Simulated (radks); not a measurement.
Charge is removed step by step from the 1s1/2 level of Be2+, starting from [He]. Method: Dirac Kohn-Sham, PBE, spin-unpolarised, spherical densities, finite nucleus; Fermi nuclear charge, rms radius 2.519 fm; computed with a radial shooting solver on a logarithmic mesh with Libxc functionals.

| removed (e) | E - E(0) (eV) | eigenvalue (eV) | E minus straight line (eV) |
|---|---|---|---|
| 0 | 0.000 | -132.28 | 0.000 |
| 0.125 | 16.938 | -138.74 | -2.909 |
| 0.25 | 34.689 | -145.29 | -5.005 |
| 0.375 | 53.263 | -151.91 | -6.278 |
| 0.5 | 72.670 | -158.61 | -6.718 |
| 0.625 | 92.917 | -165.37 | -6.317 |
| 0.75 | 114.01 | -172.18 | -5.068 |
| 0.875 | 135.97 | -179.04 | -2.963 |
| 1 | 158.78 | -185.92 | 0.000 |

Removing the whole electron costs 158.78 eV by Delta-SCF, against 132.28 eV from minus the eigenvalue at the starting occupation. Slater's transition state (half an electron removed) gives 158.61 eV. Integrating minus the eigenvalue over the occupation (Janak's theorem) gives 158.78 eV. The mean slope of the eigenvalue, de/dn, is 53.6 eV per electron. Ionisation energy of Be2+ in the NIST Atomic Spectra Database: 153.90 eV (theoretical).

Beside tabulated values, note that spin-unpolarised runs miss the spin-polarisation part of the exchange energy of open shells.
